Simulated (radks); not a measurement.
Question: These are the eigenvalues of the occupied orbitals of an atom or ion with whole-number occupations (hartree). All-electron calculation, Dirac Kohn-Sham, PBE, spin-unpolarised, spherical densities, finite nucleus; Fermi nuclear charge, rms radius of each element as measured or else 0.836 A^(1/3) + 0.57 fm. Program: a radial shooting solver on a logarithmic mesh with Libxc functionals.

| orbital | eigenvalue |
|---|---|
| 1s1/2 | -1453.674 |
| 2s1/2 | -330.1580 |
| 2p1/2 | -321.3709 |
| 2p3/2 | -307.3611 |

Which element is it, and in what charge state? The configuration may be excited. Open shells, if any, fill j = l - 1/2 first.

Answer: Z = 55, caesium, charge +47: Cs47+ in [He] 2s2 2p4. The list shows which subshells hold electrons but not how many an open one holds; the 1s level, -1453.7 hartree, gives Z - s = 53.9 by -(Z - s)^2/2, which with screening and relativity narrows Z to a few neighbours, and the depths of the outer levels then fix element, charge and occupations together.
